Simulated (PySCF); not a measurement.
A calculated (MN15, PySCF 2.14, dyall-av2z, no relativity, point nucleus) atom or ion has these occupied shells.

```json
{"shell": "1s α", "electrons": "1", "orbital energy (eV)": "-123.72", "rms radius, mean of both spins (bohr)": "0.490"}
{"shell": "1s β", "electrons": "1", "orbital energy (eV)": "-123.27", "rms radius, mean of both spins (bohr)": "0.490"}
{"shell": "2s α", "electrons": "1", "orbital energy (eV)": "-15.300", "rms radius, mean of both spins (bohr)": "2.47"}
```

(1) Name the element and its charge.

Results:

(1) Be⁺ (beryllium, charge +1), in [He] 2s1, 2S determinant.
